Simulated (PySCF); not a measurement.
Molecule: SMILES C[SiH2]NB(O)O (CH8BNO2Si). Atoms near the plane z = 0.8 Å, at the CAM-B3LYP/def2-SVP optimised geometry (x, y, z in Å): Si1 (-1.8, -0.8, -0.2), N3 (-0.1, -0.6, 0.0), B4 (0.7, 0.6, 0.0), O5 (2.0, 0.6, 0.0), O6 (0.1, 1.9, 0.0), H7 (-2.3, -1.9, 0.7), H8 (-2.4, 0.5, 0.3), H12 (0.4, -1.4, 0.0), H13 (2.4, -0.2, -0.1), H14 (-0.9, 1.9, 0.1).

Level of theory: CAM-B3LYP/def2-TZVP in PySCF. The values are rescaled to run from 0 to 1.

```
|                           |
|                           |
|            ....           |
|          .::--::          |
|         .:-====-:         |
|        :-=+***+=-:.       |
|      ..-=+*#%##+=-::.     |
|    .::--+*#%@%#*===--:.   |
|  .:--===+*#%@%%*++++=-:   |
|  :-=+++++*##%%#**##**=-.  |
| .:=+*#**++*######%%%*+-:  |
| .-=*#%#*+++*####%%@%#+=:  |
| .-+*#%%#***#####%%%%#+-:  |
| .-=*#%%#**#%%%######*+-.  |
| .-=+*#####%%@%#*****+=:.  |
| .:=+*#####%%@%#*++++=-:   |
| .-=*#%%####%%%#+=----:.   |
| .-=*%@@%#**###*+=:::.     |
| .-+*%@@%#*+****+-:.       |
| .-=*%@@%*+==++=-:.        |
| .:=+*##*+=-----:.         |
|  .-=++*+=-:....           |
|   :--==--:.               |
|    .::::.                 |
|                           |
|                           |
|                           |
```
Scale: ten equal steps from 0.000 (start of ' ') to 1.00 (end of '@'), in the order ' .:-=+*#%@'; x runs from -4.50 to 4.50, y from -4.50 (bottom) to 4.50 (top).

Q: Which quantity is mapped?
A) electron localisation function
B) Laplacian of the electron density
C) log10 of the electron density
D) an orbital amplitude

A: C, log10 of the electron density. In full: log10 of the electron density (e/bohr³), floored at −4.
